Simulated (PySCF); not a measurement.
C₃H₃BrO.
Atom-mapped SMILES: `[O:1]=[CH:2]/[CH:3]=[CH:4]\[Br:5]` (hydrogens: H6 on C2; H7 on C3; H8 on C4)

Method: PySCF 2.14.0, PBE0-D3(BJ)/def2-SVP geometry optimisation, gas phase; density fitting, grid level 1; the optimiser is geomeTRIC in internal coordinates, started from a GFN2-xTB structure with every atom displaced at random (about 0.01 Å).

Geometry at step 3:
```
atom  x, y, z in Å
O1     -2.2555   -0.6938   -0.0511
C2     -1.2715   -0.0203    0.1119
C3      0.0868   -0.5676   -0.0431
C4      1.2145    0.1479   -0.0948
Br5     1.2843    2.0028    0.1519
H6     -1.3371    1.0509    0.4207
H7      0.1475   -1.6414   -0.2478
H8      2.1880   -0.2950   -0.2994
```

Question: Give the atomic forces at this geometry.

Answer: 
```
atom  Fx (eV/Å)  Fy (eV/Å)  Fz (eV/Å)
  O1     -0.252     -0.070     -0.069
  C2      0.126     -0.087      0.345
  C3      0.006     -0.035     -0.370
  C4     -0.139      0.156      0.112
 Br5      0.151      0.084     -0.001
  H6      0.015      0.011     -0.118
  H7     -0.023     -0.018      0.070
  H8      0.116     -0.042      0.031
```

The largest, 0.38 eV/Å, acts on C2 (C3 within 3 % of it); the rms over all components is 0.141 eV/Å. The forces sum to zero within rounding, as they must for an isolated molecule in no field.

Question: Give the force on C2 in Eh/bohr and in nN.

Answer: 0.377 eV/Å ÷ 51.422 = 0.00733 Eh/bohr, and 0.377 eV/Å × 1.602 = 0.60 nN.

Question: How far is this geometry from the end of the optimisation?

Answer: 0.022 eV above it, and 0.079 Å rms away after alignment. The bonds farthest from their final lengths, with half the difference of the two atoms' forces along the bond (positive lengthens):

```csv
bond,now (Å),final (Å),force along bond (eV/Å)
C4–H8,1.089,1.092,+0.16
O1=C2,1.203,1.206,+0.18
C3=C4,1.337,1.339,-0.02
```

The angle farthest from its final value is C3–C4–Br5, 123.8° against 125.6°.

The cost below is that of the whole optimisation. Time: 32 s wall; peak memory 0.42 GiB. Hardware: one thread, Intel Xeon 6975P-C (x86_64), on a shared host.
